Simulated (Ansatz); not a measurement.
System: CH5Al, charge 0, multiplicity 1. 
Geometry from a B3LYP-D3(BJ)/def2-TZVP (Ansatz, a program for electronic structure) optimisation:
```xyz
7

C     -1.2332    -0.0346     0.1111
Al     0.7126     0.0257    -0.0661
H     -1.6831    -0.6311    -0.6886
H     -1.5140    -0.5251     1.0496
H     -1.6987     0.9525     0.1013
H      1.5319    -1.3232    -0.2072
H      1.4994     1.4007    -0.0623
```
Charge 0, spin multiplicity 1.

Basis-set convergence of Hartree-Fock and MP2 correlation energies (hartree) with Ansatz. Cores are frozen in the correlated levels unless marked. No spin-orbit coupling. Non-relativistic.

```tsv
basis	functions	E(HF)	E(corr, MP2)
def2-SVP	57	-282.57565	-0.21894
def2-TZVPP	143	-282.70496	-0.26998
def2-QZVPP	277	-282.71437	-0.28745
```

Extrapolating the two largest sets (X = 3 and 4) as X^-3: E(corr) = (64·(-0.28745) - 27·(-0.26998))/37 = -0.3002 Eh, an estimate of the basis-set limit. The largest set recovers 95.8 % of it, the smallest 72.9 %.
